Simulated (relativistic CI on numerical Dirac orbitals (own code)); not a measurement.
# Calculated levels, Nd¹⁹⁺

Calculated at this level of theory: Dirac-Coulomb-Breit CI, orbitals from a KLI potential per configuration, QED by a radiative potential, unscaled Slater integrals (own radial code, finite nucleus).

Configuration list (outside the closed core [Ar] 3d10): 4s2.4p6.4d5, 4s2.4p5.4d6, 4s2.4p6.4d4.4f, 4s.4p6.4d5.4f, 4p6.4d7, 4p5.4d8, 4s2.4p6.4d3.5s2, 4s2.4p6.4d2.4f.5s2, 4s.4p6.4d3.4f.5s2. Double excitations out of closed p, d and f shells are left out; levels of such configurations are missing from the list, as are those of other unlisted configurations, and high levels can miss mixing partners.

The lowest level is 4s2.4p6.4d5 6S_5/2, with 75 % of that term; Hund's rules for 4s2.4p6.4d5 give 6S with J = 5/2, in agreement.

| No. | Configuration | Term | J | E (cm⁻¹) | % | Landé g |
| --- | --- | --- | --- | --- | --- | --- |
| 1 | 4s2.4p6.4d5 | 6S | 5/2 | 0.0 | 75 | 1.873 |
| 2 | 4s2.4p6.4d5 | 4G | 5/2 | 42620.2 | 27 | 1.061 |
| 3 | 4s2.4p6.4d5 | 4G | 7/2 | 62326.2 | 57 | 1.106 |
| 4 | 4s2.4p6.4d5 | 4D | 3/2 | 64978.4 | 44 | 1.340 |
| 5 | 4s2.4p6.4d5 | 4G | 11/2 | 65779.0 | 67 | 1.194 |
| 6 | 4s2.4p6.4d5 | 4G | 5/2 | 70083.5 | 39 | 1.089 |
| 7 | 4s2.4p6.4d5 | 4G | 9/2 | 70540.3 | 74 | 1.165 |
| 8 | 4s2.4p6.4d5 | 4P | 1/2 | 76362.7 | 63 | 1.840 |
| 9 | 4s2.4p6.4d5 | 4D | 7/2 | 88033.8 | 51 | 1.252 |
| 10 | 4s2.4p6.4d5 | 2D | 5/2 | 91996.2 | 34 | 1.247 |
| 11 | 4s2.4p6.4d5 | 2I | 11/2 | 99690.9 | 66 | 1.023 |
| 12 | 4s2.4p6.4d5 | 2F | 7/2 | 101912.6 | 37 | 1.140 |
| 13 | 4s2.4p6.4d5 | 4D | 1/2 | 103753.4 | 71 | 0.740 |
| 14 | 4s2.4p6.4d5 | 4D | 3/2 | 105150.1 | 39 | 1.100 |
| 15 | 4s2.4p6.4d5 | 2G | 9/2 | 108229.1 | 47 | 1.154 |
| 16 | 4s2.4p6.4d5 | 4F | 3/2 | 109432.6 | 51 | 0.914 |
| 17 | 4s2.4p6.4d5 | 2I | 13/2 | 110406.4 | 100 | 1.075 |
| 18 | 4s2.4p6.4d5 | 2F | 5/2 | 116682.7 | 33 | 1.025 |
| 19 | 4s2.4p6.4d5 | 2H | 9/2 | 128336.7 | 53 | 1.101 |
| 20 | 4s2.4p6.4d5 | 4F | 5/2 | 132217.9 | 38 | 1.083 |
| 21 | 4s2.4p6.4d5 | 2G | 7/2 | 134475.1 | 58 | 1.005 |
| 22 | 4s2.4p6.4d5 | 2F | 5/2 | 142308.5 | 44 | 1.092 |
| 23 | 4s2.4p6.4d5 | 2D | 3/2 | 143661.8 | 64 | 0.743 |
| 24 | 4s2.4p6.4d5 | 2F | 7/2 | 146791.5 | 63 | 1.080 |
| 25 | 4s2.4p6.4d5 | 2S | 1/2 | 153845.1 | 75 | 1.918 |
| 26 | 4s2.4p6.4d5 | 4F | 7/2 | 155959.4 | 45 | 1.183 |
| 27 | 4s2.4p6.4d5 | 2G | 9/2 | 158772.6 | 51 | 1.099 |
| 28 | 4s2.4p6.4d5 | 2H | 11/2 | 159222.6 | 67 | 1.065 |
| 29 | 4s2.4p6.4d5 | 2D | 3/2 | 172241.7 | 78 | 0.839 |
| 30 | 4s2.4p6.4d5 | 2D | 5/2 | 179336.5 | 62 | 1.105 |

Energies count from the lowest computed level.

The mean weight of the leading LS term, summed over parents, in these 30 levels is 56 %, and that of the leading jj configuration (from the same eigenvectors) 68 %, so jj coupling describes them better and the LS labels are nominal.

At this charge energies of transitions that change n are usually good to better than 1 %, and those within a shell (Δn = 0) to a few per cent. Terms inside the open d or f shell come out 10 to 20 % too wide with unscaled integrals.

LS names give the leading component of a level, which can be under half, so a name can repeat, a term be missing and a line seem to break the LS rules.
